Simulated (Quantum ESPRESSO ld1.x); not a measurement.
The numbers below are computed, except where a source is named.
All-electron atom: Ni II in [Ne] 3s1 3p6 3d9 4f1 (not the ground configuration). Code: ld1.x of Quantum ESPRESSO 7.5. Model: scalar-relativistic Kohn-Sham, LDA (Slater exchange, Perdew-Wang correlation), spin-polarised, spherical densities, point nucleus; open shells are filled with parallel spins first.

X-ray form factor f0, the Fourier transform of the density (f0(0) = 27):

| sin(theta)/lambda (1/angstrom) | f0 (electrons) |
|---|---|
| 0.05 | 25.860 |
| 0.1 | 24.827 |
| 0.15 | 23.615 |
| 0.2 | 22.076 |
| 0.25 | 20.399 |
| 0.3 | 18.703 |
| 0.4 | 15.546 |
| 0.5 | 12.934 |
| 0.6 | 10.922 |
| 0.8 | 8.357 |
| 1 | 6.980 |
| 1.25 | 5.925 |
| 1.5 | 5.079 |
| 2 | 3.595 |
